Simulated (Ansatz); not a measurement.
Consider the ligand exchange at a Ge–C bond: `C#[C][Ge]([F])([F])[C]#C` + HCl → `C#[C][Ge]([F])([F])[Cl]` + `C#C`.

Program: Ansatz. Geometries: PBE0-D4/def2-TZVP. ΔE: electronic, gas phase. CBS: MP2 limit from def2 TZ/QZ plus the TZ coupled-cluster correction, frozen cores. This one scheme is used for every species. Functionals use def2-TZVPP. For Ge outer-core shells are correlated without core-valence functions, which leaves a few kJ/mol of doubt a bond. Scalar relativity is left out up to krypton.

Q: Is it downhill or uphill in electronic energy at CCSD(T)/CBS, and by how much? (An estimate is asked.)

A: Computed: Downhill: ΔE = -12.0 kcal/mol.

Q: What do these levels give: ωB97X-V, B2PLYP, CCSD(T)/def2-SVP, HF/CBS(def2), MP2/CBS(def2), CCSD/CBS(def2)? (Estimate.)

A: Ansatz gave: ωB97X-V -13.2, B2PLYP -12.7, CCSD(T)/def2-SVP -11.8, HF/CBS(def2) -14.1, MP2/CBS(def2) -12.2, CCSD/CBS(def2) -12.2 kcal/mol.

Q: What do rigid-rotor, harmonic-oscillator terms from PBE0-D4/def2-TZVP frequencies (298.15 K, 1 bar) make of the CCSD(T)/CBS value? (Best estimate.)

A: The calculation gave: ΔZPE = +1.6 kcal/mol, ΔH = -10.8 kcal/mol, ΔS = 0 J/(mol·K), ΔG = -10.8 kcal/mol.

Largest T1 diagnostic among the species: 0.013.

Leaving LDA and LC-ωPBE aside and taking each functional with its dispersion term where it has one, the values, not all of them listed here, spread over 1.1 kcal/mol, from B97M-V to PBE-QIDH. In def2-TZVPP, CCSD(T) changes the Hartree–Fock value by +3.0 kcal/mol (the triples alone add +0.2 kcal/mol) and MP2 by +2.8 kcal/mol.
